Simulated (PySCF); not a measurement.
# Diatomics with 96 electrons

HF in PySCF with def2-SVP on every atom (core potentials on Tl, Pb, Bi), for the lowest determinant that a PBE0 search found; no spin–orbit coupling. All have 96 electrons, 8 of them in the valence shells, and the same state, a triplet (π ↑↑). For ions De leads to the atom and ion picked by measured ionisation energies and electron affinities.

```csv
species,difference of nuclear charges,Re (Å),ωe (cm⁻¹),k (mdyn/Å),De (eV),dissociates to,Mayer bond order
TlP,66,2.772,223,0.790,0.57,Tl + P,0.94
SiPb,68,2.552,358,1.86,0.84,Si + Pb,1.94
AlBi,70,2.862,225,0.711,0.60,Al + Bi,0.94
PPb⁺,67,2.639,278,1.22,n/a,P + Pb⁺,1.24
SiBi⁺,69,2.615,301,1.32,n/a,Si + Bi⁺,1.56
```

Task: Which member of the whole set has the stiffest bond, and how does it compare with the softest?

Result: SiPb with k = 1.86 mdyn/Å, 2.6 times that of AlBi.

These are scalar-relativistic numbers at best; spin–orbit coupling would shift them, the dissociation energy most. Hartree–Fock leaves out correlation, which carries a large part of most bond energies and some tenths to 1 eV of ionisation energies. States were picked by a PBE0 search and need not be the measured ground states.
